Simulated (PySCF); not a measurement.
Run record: EPR job, `[H]/[C]=C(C#N)/C=C/Cl` [radical].

Computed with UKS B3LYP, pcH-1 on C Cl H N, non-relativistic, mean-field spin-orbit, GIAO (PySCF 2.14.0). Geometry: GFN2-xTB. A driver script takes a list of jobs; this job's settings line and coordinates (Å) are shown.

Command:
```bash
OMP_NUM_THREADS=1 python probes_run.py task.json out
```

Input:
```
{"job": {"kind": "epr", "basis": "pcH-1"}, "charge": 0, "multiplicity": 2}
C     -1.605478    -0.822313     1.045603
C     -0.715640    -0.233270     0.282221
C     -1.230723     0.542631    -0.805275
N     -1.703204     1.146418    -1.655757
C      0.730411    -0.302967     0.448764
C      1.579792     0.321040    -0.362984
Cl     3.275728     0.233755    -0.159893
H     -2.664818    -0.906249     1.107946
H      1.078988    -0.898070     1.279238
H      1.263827     0.923678    -1.202393
```

Output:
```
UKS, coarse grid
  cycle   1  E = -707.10301356  |g| = 3.45e-01
  cycle   2  E = -706.92083866  |g| = 7.20e-01
  cycle   3  E = -707.15491409  |g| = 9.84e-02
  cycle   4  E = -707.15774977  |g| = 6.16e-02
  cycle   5  E = -707.15953933  |g| = 1.73e-02
  cycle   6  E = -707.15972063  |g| = 4.61e-03
  cycle   7  E = -707.15975382  |g| = 3.78e-03
  cycle   8  E = -707.15977298  |g| = 2.17e-03
  cycle   9  E = -707.15979190  |g| = 9.90e-04
  cycle  10  E = -707.15979440  |g| = 6.38e-04
UKS, final grid
  cycle   1  E = -707.15978337  |g| = 7.57e-04
  cycle   2  E = -707.15978328  |g| = 1.16e-03
  cycle   3  E = -707.15978389  |g| = 3.47e-04
  cycle   4  E = -707.15978397  |g| = 1.59e-04
  cycle   5  E = -707.15978412  |g| = 1.24e-04
  cycle   6  E = -707.15978414  |g| = 2.82e-05
  cycle   7  E = -707.15978414  |g| = 1.21e-05
E = -707.15978414 Eh   <S^2> = 0.7673 (exact 0.7500)
g shifts (ppm)      1          2          3
  rmc          -154       -154       -154
  gc             14         25          1
  oz_so       -1111         26        630
  total       -1251       -103        478
hyperfine (MHz)  atom isotope    a_iso     a_fc   dipolar eigenvalues
    0   13C     324.27     324.41    -88.34    -57.16    145.50
    1   13C       3.26       3.25    -20.67      3.78     16.89
    2   13C     103.04     103.05     -6.54     -1.86      8.40
    3   14N       0.63       0.62     -4.55     -0.41      4.96
    4   13C      52.35      52.37     -5.47      1.33      4.14
    5   13C      -4.09      -4.05     -9.98      4.04      5.94
    6  35Cl      -0.11      -0.12     -3.91      1.24      2.67
    7    1H      32.08      32.08    -33.52    -10.20     43.72
    8    1H      -3.88      -3.88     -5.15     -2.75      7.91
    9    1H       3.59       3.60     -2.65     -1.25      3.90
```

rmc, gc and oz_so are the mass-correction, gauge-correction and orbital-Zeeman/spin–orbit parts of the g shift along its three principal axes; a_iso is the isotropic hyperfine coupling and a_fc its Fermi-contact part. Atoms in this output count from 0.

Question: How far is ⟨S²⟩ from the pure-spin value?

Answer: S = 0.5 gives S(S+1) = 0.75; the run has 0.7673, 0.0173 more.

Question: Get g_iso from the total shifts.

Answer: Their mean is -292 ppm; added to g_e = 2.002319 it gives 2.00203.

Summary of the converged run: ⟨S²⟩ 0.767; g_iso 2.0020.

Isolated species at its GFN2-xTB geometry (one conformer only).

On an Arm Neoverse V2 with one thread, no GPU, shared host with 96 logical CPUs at a one-minute load of 26, this took 36 s wall (grids of density and orbitals included) and 0.75 GiB of memory at its peak.
Labels such as C1 count atoms from 1, the log's own numbers from 0.
